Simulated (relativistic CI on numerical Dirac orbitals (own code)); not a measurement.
**Electric-dipole transitions in Lu25+**

Method of calculation: Dirac-Coulomb-Breit CI, KLI orbitals optimised for each configuration, model QED, unscaled Slater integrals (own radial code, finite nucleus).

CI space (outside the closed core [Ar] 3d10): 4s2.4p6.4d10, 4s2.4p6.4d9.4f, 4s2.4p5.4d10.4f, 4s2.4p6.4d9.5s, 4s.4p6.4d10.4f, 4s2.4p6.4d9.5p, 4s2.4p6.4d9.5d, 4s2.4p5.4d10.5s, 4s2.4p6.4d9.5f, 4s2.4p5.4d10.5p, 4s2.4p6.4d9.6s, 4s2.4p6.4d9.5g, 4s2.4p6.4d9.6p, 4s2.4p5.4d10.5d, 4s.4p6.4d10.5s, 4s2.4p6.4d9.6d, 4s2.4p6.4d9.6f, 4p6.4d10.4f2, 4p6.4d9.4f3, 4p5.4d10.4f3, 4p6.4d9.4f2.5s, 4p6.4d9.4f2.5p, 4p6.4d9.4f2.5d. Double excitations out of closed p, d and f shells are left out; levels of such configurations are missing from the list, as are those of other unlisted configurations, and high levels can miss mixing partners. These lack a partner that the ground configuration has and come out too high: 4s2.4p5.4d10.5s, 4s2.4p6.4d9.5f, 4s2.4p5.4d10.5p, 4s2.4p6.4d9.6s, 4s2.4p6.4d9.5g.

```
λ vac (Å)                      Lower                       Upper   A (s⁻¹)  E lower (Ry)  E upper (Ry)
   24.072      4s2.4p6.4d10 1S_0 [1]   4s2.4p6.4d9.5f 1P°_1 [85]  3.32e+12        0.0000       37.8555
   24.625      4s2.4p6.4d10 1S_0 [1]   4s2.4p6.4d9.5f 1P°_1 [78]  4.03e+12        0.0000       37.0062
   32.348   4s2.4p6.4d9.4f 3P°_0 [2]   4s2.4p6.4d9.5g 3D_1 [106]  1.87e+12       12.8551       41.0260
   32.423   4s2.4p6.4d9.4f 3P°_1 [3]   4s2.4p6.4d9.5g 3D_2 [107]  2.14e+12       12.9885       41.0942
   32.502   4s2.4p6.4d9.4f 3P°_1 [3]   4s2.4p6.4d9.5g 3D_1 [106]  1.94e+12       12.9885       41.0260
   32.646   4s2.4p6.4d9.4f 3P°_2 [4]   4s2.4p6.4d9.5g 3D_3 [110]  2.23e+12       13.2525       41.1661
   32.730  4s2.4p6.4d9.4f 3H°_4 [14]   4s2.4p6.4d9.5g 3I_5 [121]  3.72e+12       14.2414       42.0834
   32.730   4s2.4p6.4d9.4f 3P°_2 [4]   4s2.4p6.4d9.5g 3D_2 [107]  1.70e+12       13.2525       41.0942
   32.775   4s2.4p6.4d9.4f 3H°_5 [5]   4s2.4p6.4d9.5g 3I_6 [109]  3.78e+12       13.3330       41.1369
   32.794  4s2.4p6.4d9.4f 1D°_2 [15]   4s2.4p6.4d9.5g 3D_3 [120]  2.74e+12       14.2794       42.0672
   32.822  4s2.4p6.4d9.4f 3F°_2 [16]   4s2.4p6.4d9.5g 3G_3 [127]  2.86e+12       14.4312       42.1949
   32.865   4s2.4p6.4d9.4f 3F°_3 [7]   4s2.4p6.4d9.5g 3G_4 [112]  2.40e+12       13.5308       41.2581
   32.884   4s2.4p6.4d9.4f 1D°_2 [8]   4s2.4p6.4d9.5g 3G_3 [111]  2.51e+12       13.5388       41.2502
   32.898   4s2.4p6.4d9.4f 3H°_6 [6]   4s2.4p6.4d9.5g 3I_7 [108]  3.96e+12       13.4109       41.1104
   32.900   4s2.4p6.4d9.4f 3G°_4 [9]   4s2.4p6.4d9.5g 1H_5 [114]  1.71e+12       13.5878       41.2856
   32.909   4s2.4p6.4d9.4f 3G°_4 [9]   4s2.4p6.4d9.5g 3G_5 [113]  1.39e+12       13.5878       41.2787
   33.041  4s2.4p6.4d9.4f 1H°_5 [17]   4s2.4p6.4d9.5g 3I_6 [123]  3.87e+12       14.5347       42.1143
   33.043  4s2.4p6.4d9.4f 3G°_3 [18]   4s2.4p6.4d9.5g 3G_4 [128]  2.35e+12       14.6394       42.2180
   33.073  4s2.4p6.4d9.4f 3F°_4 [10]   4s2.4p6.4d9.5g 1H_5 [114]  1.68e+12       13.7321       41.2856
   33.081  4s2.4p6.4d9.4f 3F°_4 [10]   4s2.4p6.4d9.5g 3G_5 [113]  1.64e+12       13.7321       41.2787
   33.169  4s2.4p6.4d9.4f 3G°_4 [19]   4s2.4p6.4d9.5g 3H_5 [129]  3.59e+12       14.7762       42.2499
   33.181  4s2.4p6.4d9.4f 1F°_3 [20]   4s2.4p6.4d9.5g 3H_4 [130]  1.86e+12       14.8025       42.2664
   33.207  4s2.4p6.4d9.4f 3G°_5 [11]   4s2.4p6.4d9.5g 3H_6 [115]  3.46e+12       13.8561       41.2979
   33.251  4s2.4p6.4d9.4f 3D°_3 [12]   4s2.4p6.4d9.5g 1G_4 [116]  2.82e+12       13.9234       41.3291
   52.212      4s2.4p6.4d10 1S_0 [1]   4s2.4p6.4d9.4f 1P°_1 [21]  5.81e+12        0.0000       17.4532
   53.934  4s2.4p6.4d9.4f 1H°_5 [17]   4s2.4p5.4d10.4f 3G_4 [54]  1.15e+12       14.5347       31.4307
   54.057  4s2.4p6.4d9.4f 3H°_4 [14]   4s2.4p5.4d10.4f 3G_3 [49]  1.08e+12       14.2414       31.0988
   68.931  4s2.4p6.4d9.4f 3F°_4 [10]   4s2.4p5.4d10.4f 3F_4 [40]  2.53e+11       13.7321       26.9522
   69.438   4s2.4p6.4d9.4f 3H°_5 [5]   4s2.4p5.4d10.4f 3G_4 [35]  6.69e+11       13.3330       26.4564
   69.513   4s2.4p6.4d9.5s 3D_3 [22]  4s2.4p5.4d10.5s 3P°_2 [68]  8.25e+11       21.8144       34.9238
   69.554  4s2.4p6.4d9.5p 3F°_4 [31]   4s2.4p5.4d10.5p 3D_3 [96]  9.05e+11       26.2962       39.3978
   69.583  4s2.4p6.4d9.4f 3G°_5 [11]   4s2.4p5.4d10.4f 3F_4 [40]  5.06e+11       13.8561       26.9522
   69.617   4s2.4p6.4d9.4f 3H°_6 [6]   4s2.4p5.4d10.4f 3G_5 [37]  6.55e+11       13.4109       26.5005
   69.942   4s2.4p6.4d9.4f 3G°_4 [9]   4s2.4p5.4d10.4f 3F_3 [38]  4.04e+11       13.5878       26.6168
   144.05  4s2.4p6.4d9.5p 3F°_2 [28]    4s2.4p6.4d9.5d 3G_3 [61]  1.65e+11       25.6654       31.9916
   145.07  4s2.4p6.4d9.5p 3F°_3 [27]    4s2.4p6.4d9.5d 3G_4 [47]  1.68e+11       24.7664       31.0480
   156.41   4s2.4p6.4d9.5d 3G_3 [61]   4s2.4p6.4d9.5f 3H°_4 [83]  1.86e+11       31.9916       37.8176
   156.49   4s2.4p6.4d9.5d 3G_4 [47]   4s2.4p6.4d9.5f 3H°_5 [73]  1.88e+11       31.0480       36.8714
   163.18   4s2.4p6.4d9.5d 3G_5 [53]   4s2.4p6.4d9.5f 3H°_6 [74]  1.78e+11       31.3346       36.9192
   163.57   4s2.4p6.4d9.5d 3G_4 [64]   4s2.4p6.4d9.5f 3H°_5 [88]  1.76e+11       32.3305       37.9015
   163.62   4s2.4p6.4d9.5d 3F_4 [57]   4s2.4p6.4d9.5f 3G°_5 [81]  1.48e+11       31.5093       37.0786
   180.86  4s2.4p6.4d9.5p 3F°_4 [31]    4s2.4p6.4d9.5d 3G_5 [53]  1.09e+11       26.2962       31.3346
   180.91  4s2.4p6.4d9.5p 3F°_3 [43]    4s2.4p6.4d9.5d 3G_4 [64]  1.09e+11       27.2935       32.3305
   203.33   4s2.4p6.4d9.5s 3D_3 [22]   4s2.4p6.4d9.5p 3F°_4 [31]  5.72e+10       21.8144       26.2962
   217.42  4s2.4p6.4d9.5f 3H°_6 [74]   4s2.4p6.4d9.5g 3I_7 [108]  7.09e+10       36.9192       41.1104
```

Terms are leading LS components. Brackets give the number of a level in order of energy, since labels repeat. The list gives strong lines, with weight on those to low levels, without lines whose two gauges differ by over a factor of 2.5, among the lowest 193 of 2666 levels, so that lines to higher ones, which can be the strongest, are missing. Levels whose partners in the same complex of configurations lie outside the list can be far off, and so can their lines. Rates are taken at the computed energies, electric ones in the length gauge.

At this charge energies of transitions that change n are usually good to better than 1 %, and those within a shell (Δn = 0) to a few per cent.

LS names give the leading component of a level, which can be under half, so a name can repeat, a term be missing and a line seem to break the LS rules.
